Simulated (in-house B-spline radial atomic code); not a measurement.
RPA and G0W0 on HSE06: Ta⁵⁺

Configuration [Xe] 4f14, mean-field start HSE06. Computed with a B-spline radial code for spherical atoms: all electrons, scalar-relativistic (spin-free one-electron X2C), finite nucleus, each spin shell either full or empty, empty states to l = 9 with an (l + 1/2)⁻⁴ tail; G0W0 by contour deformation at full frequency.

Without the two-electron picture change, the correlation of inner shells comes somewhat too large for so heavy an element.

Command:
```bash
python run_gw.py task.json out
```
Settings (radii: box in bohr, nucleus in fm):
```
Z                        73
electrons                68
configuration            [Xe] 4f14
hamiltonian              x2c
method                   hse06
lmax                     9
rms_radius               5.3507
spin_polarised           False
box_radius               10.43
intervals                66
```

Run time, properties included: 3.5 s on 1 thread of Arm Neoverse V2, on a shared host.

Energies (hartree):

```tsv
term	value
mean-field total	-15600.12404
Hartree-Fock functional on these orbitals	-15595.51945
direct second order	-7.2654
second-order exchange	1.7967
SOSEX correction	1.6684
```

(1) What is the RPA correlation energy, and what remains with SOSEX?

Quasi-particle levels (eV):

```
level  occupied  mean field  Σx - vxc     Σc  QP weight     G0W0
   4f       yes      -86.04    -13.32      ?          ?        ?
   5p       yes      -97.05     -6.66  -0.69      0.962  -104.40
   5d        no      -52.72      6.35  -1.75      0.975   -48.12
```

G0W0 = mean field + (Σx - vxc) + Σc, with Σc (partial-wave tail included) taken at the quasi-particle energy. Only the outer levels were computed. Levels of low weight are left out.

(2) Where does G0W0 put 4f?

## Answers

(1) RPA gives -6.2286 hartree (-2.49 eV per electron); RPA + SOSEX gives -4.5602, and the second-order doubles -5.4687 hartree (no singles). SOSEX takes back 27 % of the RPA value.

(2) At -95.10 eV, with Σc = 4.26 eV and a quasi-particle weight of 0.933. The tabulated removal energy is 94.01 ± 0.05 eV (NIST, semi-empirical); the calculation leaves out spin-orbit coupling, Breit and QED terms, and what these don't explain is the method's own error.
